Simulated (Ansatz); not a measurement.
Geometry optimisation, Ansatz, RKS PBE0/def2-SVP.

Input:

```yaml
crystal:
  periodic: [false, false, false]
  atoms:
    - { symbol: Ge, position_ang: [-0.060631, -0.625165, -0.056403] }
    - { symbol: F, position_ang: [0.801289, 0.695647, 2.359585] }
    - { symbol: H, position_ang: [1.005141, 0.393495, -0.445593] }
    - { symbol: H, position_ang: [-1.307138, -0.128332, 0.685832] }
    - { symbol: O, position_ang: [-0.568047, -1.332174, -1.620711] }
    - { symbol: H, position_ang: [-1.401348, -1.800577, -1.554947] }
    - { symbol: "N", position_ang: [0.761567, -1.920829, 1.043898] }
    - { symbol: H, position_ang: [0.13236, -2.664375, 1.338856] }
    - { symbol: H, position_ang: [1.56159, -2.35477, 0.589538] }
    - { symbol: H, position_ang: [1.028616, -0.19742, 2.456844] }
basis:
  gaussian: { orbitals: def2-SVP }
hamiltonian:
  xc: pbe0
relax:
  f_tol: 0.03
  max_steps: 50
```

Run as:

```bash
$ ansatz run input.yaml --threads 2 --pin off --max-ram 3072MiB --backend cpu --events-out ev --progress --plain --runs-dir out
```

Q: Where does it end, and by what steps?

A: The run converged. After 6 steps the energy has fallen by 0.240 eV; F2 moved furthest, 0.41 Å.

```csv
step,energy less start (eV),largest force component (eV/Å),accepted
0,0.0000,0.839,yes
1,-0.1021,1.426,yes
2,-0.2190,0.500,yes
3,-0.2353,0.286,yes
4,-0.2392,0.101,yes
5,-0.2400,0.035,yes
6,-0.2402,0.010,yes
```

```xyz
10
Properties=species:S:1:pos:R:3
Ge -0.104 -0.574 -0.112
F 0.980 0.388 2.570
H 0.935 0.457 -0.535
H -1.368 -0.057 0.586
O -0.540 -1.422 -1.618
H -1.378 -1.891 -1.565
N 0.729 -1.723 1.099
H 0.127 -2.464 1.455
H 1.571 -2.157 0.722
H 1.001 -0.493 2.195
```

Whether the end is a true minimum wasn't checked by a vibrational analysis.

Run time: 22 s on 2 threads of Arm Neoverse V2, with other jobs on the host, peak memory 0.23 GiB.
